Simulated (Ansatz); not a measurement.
Reaction (redistribution): `[SiH3][SiH](S)[AsH2]` + `F[SiH3]` → `[SiH3][AsH2]` + `F[SiH]([SiH3])S`

Isolated molecules relaxed with PBE0-D4/def2-TZVP in Ansatz; ΔE leaves out vibrations. CCSD(T)/CBS adds triple-zeta CCSD(T) − MP2 to the extrapolated MP2 energy (def2 sets, frozen cores). This one scheme is used for every species. DFT in def2-TZVPP. For As outer-core shells are correlated without core-valence functions, which leaves a few kJ/mol of doubt a bond. Scalar relativity is left out up to krypton. One conformer a species, not always the lowest.

`[SiH3][SiH](S)[AsH2]`:

```xyz
11

Si    0.131    1.614   -0.728
Si    0.240   -0.211    0.724
S     2.236   -0.983    0.579
As   -1.303   -1.922    0.176
H    -1.235    2.197   -0.646
H     1.129    2.662   -0.384
H     0.375    1.143   -2.117
H    -0.063    0.207    2.122
H     2.032   -2.016    1.415
H    -1.066   -1.743   -1.317
H    -2.475   -0.948    0.176
```

`F[SiH3]`:

Z-matrix (Å, degrees):
```
Si
F 1 1.600
H 1 1.482 2 108.3
H 1 1.482 2 108.3 3 -120.0
H 1 1.482 2 108.3 3 120.0
```

`[SiH3][AsH2]`:

Z-matrix (Å, degrees):
```
Si
As 1 2.365
H 1 1.486 2 113.4
H 1 1.486 2 108.2 3 -121.1
H 1 1.486 2 108.2 3 121.1
H 2 1.523 1 92.0 3 -46.4
H 2 1.523 1 92.0 3 45.8
```

`F[SiH]([SiH3])S`:

Cartesian coordinates in Å:
```
F -2.149 -0.480 0.416
Si -0.707 -0.776 -0.221
Si 0.470 1.239 -0.360
S 0.380 -2.193 0.930
H -0.929 -1.457 -1.520
H 1.713 1.014 -1.144
H -0.342 2.302 -1.008
H 0.834 1.670 1.017
H 0.730 -1.319 1.889
```

```csv
species,PBE0 energy (Eh)
`[SiH3][SiH](S)[AsH2]`,-3216.66758
`F[SiH3]`,-391.01879
`[SiH3][AsH2]`,-2527.97705
`F[SiH]([SiH3])S`,-1079.71074
```

Question: Work out ΔE.

Answer: ΔE = (-2527.97705) + (-1079.71074) − (-3216.66758) − (-391.01879) = -0.00142 Eh = -0.04 eV. CCSD(T)/CBS gives +0.04 eV.

Largest T1 diagnostic among the species: 0.013.

The D4 term adds +0.07 eV with B3LYP and +0.04 eV with PBE0; it sums over pairs of atoms, weighted by their polarisabilities, and B3LYP, whose exchange is more repulsive, gets the larger term.

B3LYP here is the variant with VWN-RPA as its local correlation; programs differ in this.
